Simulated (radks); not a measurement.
Fractional charge and spin in the 5p shell of ytterbium: the spin-up occupation runs from 2 to 3 and the spin-down occupation from 2 to 3; the fullest corner is Yb, [Kr] 4d10 4f14 5s2 6s2 5p(up 3, down 3). Method: scalar-relativistic Kohn-Sham, PBE, spin-polarised, spherical densities, point nucleus; computed with a radial shooting solver on a logarithmic mesh with Libxc functionals. Energy (eV) above the fullest corner. The planes named below are the two flat planes that join the four corners, with an edge along up + down = one added electron.

| down \ up | 2 | 2.5 | 3 |
|---|---|---|---|
| 2 | 78.286 | 53.959 | 32.768 |
| 2.5 | 53.959 | 32.991 | 14.998 |
| 3 | 32.768 | 14.998 | 0.000 |

Corners above the fullest one (they belong to Yb+ and the next ion): (up 3, down 2) 32.768 eV, (up 2, down 3) 32.768 eV, (up 2, down 2) 78.286 eV. With half an added electron in each spin the energy lies 0.223 eV from the planes, and with half an added electron in spin up alone -1.567 eV. The planes are only a guide here: the flat-plane condition holds for ground states with one frontier orbital, while this shell lies below other occupied shells, so the corners above the fullest one are inner-hole states and not the ground states of those ions.
